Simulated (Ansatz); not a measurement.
All values below come from PBE0-D3(BJ)/def2-SVP (Ansatz, a first-principles code). No frequencies were computed at this level.

Ansatz 0.2 input:
```yaml
crystal:
  periodic: [false, false, false]
  atoms:
    - { symbol: B, position_ang: [-0.989055, 1.675686, -0.367038] }
    - { symbol: C, position_ang: [-0.143407, 0.432727, -0.093426] }
    - { symbol: C, position_ang: [1.289228, 0.385867, -0.059395] }
    - { symbol: C, position_ang: [1.812325, -0.826742, 0.203968] }
    - { symbol: S, position_ang: [0.577724, -2.021448, 0.432323] }
    - { symbol: C, position_ang: [-0.653479, -0.824638, 0.161225] }
    - { symbol: O, position_ang: [-1.949394, -1.155376, 0.207245] }
    - { symbol: H, position_ang: [-2.15393, 1.597979, -0.366516] }
    - { symbol: H, position_ang: [-0.455837, 2.695182, -0.574684] }
    - { symbol: H, position_ang: [1.893021, 1.25874, -0.232048] }
    - { symbol: H, position_ang: [2.838456, -1.125384, 0.284293] }
    - { symbol: H, position_ang: [-2.065652, -2.092591, 0.404053] }
basis:
  gaussian: { orbitals: def2-svp }
hamiltonian:
  xc: pbe0
  dispersion: d3bj
relax:
  max_steps: 150
```

Output:

```
Functional definition: PBE0
1427 factors; integrals over basis functions are off by at most 4.1e-4 eV
mean field evaluation 1: about -17756.9883 eV, gradient 6.1e1 eV
mean field evaluation 2: about -17741.2757 eV, gradient 9.8e1 eV
mean field evaluation 4: about -17766.4114 eV, gradient 9.8e0 eV
mean field evaluation 8: about -17766.6988 eV, gradient 1.7e-1 eV
mean field evaluation 16: about -17766.6989 eV, gradient 2.2e-5 eV
mean field -17766.69888253 eV, -652.9141412318 hartree, gradient 2.2e-5 eV, S^2 0.000000; 0 other end points of the search recorded, 0 dependent functions left out
reference -17766.69891001 eV, -652.9141422419 hartree; 29, 29 occupied and 98, 98 virtual orbitals, 1427 factors
relax step   1: F+E_penalty+E_count = -17766.99284040 eV  Δ(F+E_penalty+E_count) = +0.000e0 eV  max|allowed force component| = 1.059e0 eV/Å  Δτ_max = 0.0000 Å  (29 SCF iters, accepted)
these checks for a lower state are left out or cut short: starts, cluster_reference, orbital_swaps, neighbouring_geometries, increment
1427 factors; integrals over basis functions are off by at most 4.7e-4 eV
mean field -17766.75955219 eV, -652.9163708008 hartree, gradient 1.1e-5 eV, S^2 0.000000; 0 other end points of the search recorded, 0 dependent functions left out
reference -17766.75957988 eV, -652.9163718185 hartree; 29, 29 occupied and 98, 98 virtual orbitals, 1427 factors
relax step   2: F+E_penalty+E_count = -17767.05316365 eV  Δ(F+E_penalty+E_count) = -6.032e-2 eV  max|allowed force component| = 3.556e-1 eV/Å  Δτ_max = 0.0364 Å  (32 SCF iters, accepted)
these checks for a lower state are left out or cut short: starts, cluster_reference, orbital_swaps, neighbouring_geometries, increment
1427 factors; integrals over basis functions are off by at most 4.9e-4 eV
mean field evaluation 32: about -17766.7656 eV, gradient 1.1e-5 eV
mean field -17766.76563425 eV, -652.9165943126 hartree, gradient 1.1e-5 eV, S^2 0.000000; 0 other end points of the search recorded, 0 dependent functions left out
reference -17766.76566202 eV, -652.9165953328 hartree; 29, 29 occupied and 98, 98 virtual orbitals, 1427 factors
relax step   3: F+E_penalty+E_count = -17767.05918807 eV  Δ(F+E_penalty+E_count) = -6.024e-3 eV  max|allowed force component| = 7.758e-2 eV/Å  Δτ_max = 0.0128 Å  (33 SCF iters, accepted)
these checks for a lower state are left out or cut short: starts, cluster_reference, orbital_swaps, neighbouring_geometries, increment
1427 factors; integrals over basis functions are off by at most 4.9e-4 eV
mean field -17766.76568696 eV, -652.9165962493 hartree, gradient 1.6e-5 eV, S^2 0.000000; 0 other end points of the search recorded, 0 dependent functions left out
reference -17766.76571472 eV, -652.9165972696 hartree; 29, 29 occupied and 98, 98 virtual orbitals, 1427 factors
relax step   4: F+E_penalty+E_count = -17767.05926450 eV  Δ(F+E_penalty+E_count) = -7.643e-5 eV  max|allowed force component| = 2.060e-2 eV/Å  Δτ_max = 0.0043 Å  (25 SCF iters, accepted)
these checks for a lower state are left out or cut short: starts, cluster_reference, orbital_swaps, neighbouring_geometries, increment
1427 factors; integrals over basis functions are off by at most 4.9e-4 eV
mean field -17766.76576411 eV, -652.9165990846 hartree, gradient 2.3e-5 eV, S^2 0.000000; 0 other end points of the search recorded, 0 dependent functions left out
reference -17766.76579188 eV, -652.9166001051 hartree; 29, 29 occupied and 98, 98 virtual orbitals, 1427 factors
relax step   5: F+E_penalty+E_count = -17767.05935181 eV  Δ(F+E_penalty+E_count) = -8.730e-5 eV  max|allowed force component| = 9.008e-3 eV/Å  Δτ_max = 0.0036 Å  (25 SCF iters, accepted)
1427 factors; integrals over basis functions are off by at most 4.9e-4 eV
mean field -17766.76576411 eV, -652.9165990846 hartree, gradient 2.3e-5 eV, S^2 0.000000; 1 other end points of the search recorded, 0 dependent functions left out
reference -17766.76579188 eV, -652.9166001051 hartree; 29, 29 occupied and 98, 98 virtual orbitals, 1427 factors
Total energy: -17767.05937958 eV, -652.9273892541 hartree
Atom 0 at    -0.997431     1.661128    -0.364445 Å, force    -0.002137    -0.003075     0.000715 eV/Å
Atom 1 at    -0.140325     0.433141    -0.093054 Å, force    -0.007481     0.003494    -0.000807 eV/Å
Atom 2 at     1.300549     0.384629    -0.058832 Å, force     0.006334    -0.001147     0.000346 eV/Å
Atom 3 at     1.826067    -0.839331     0.206204 Å, force    -0.001400    -0.003882     0.000930 eV/Å
Atom 4 at     0.573603    -2.024385     0.433487 Å, force     0.002588     0.009008    -0.002140 eV/Å
Atom 5 at    -0.656464    -0.834256     0.163699 Å, force    -0.000377    -0.005621     0.001198 eV/Å
Atom 6 at    -1.949668    -1.143259     0.206742 Å, force     0.002257     0.008890    -0.001689 eV/Å
Atom 7 at    -2.202894     1.588972    -0.369368 Å, force     0.000647     0.000790    -0.000238 eV/Å
Atom 8 at    -0.462440     2.725900    -0.578475 Å, force     0.000646     0.000259    -0.000057 eV/Å
Atom 9 at     1.917845     1.267517    -0.233333 Å, force    -0.000599    -0.001044     0.000028 eV/Å
Atom 10 at     2.868826    -1.141681     0.286878 Å, force    -0.003721    -0.001767     0.000450 eV/Å
Atom 11 at    -2.077668    -2.078372     0.400497 Å, force     0.003242    -0.005905     0.001263 eV/Å
Dipole moment:     0.132412    -0.578440     0.123354 e Å
```

Cost: about 50 core-seconds (a rough figure).
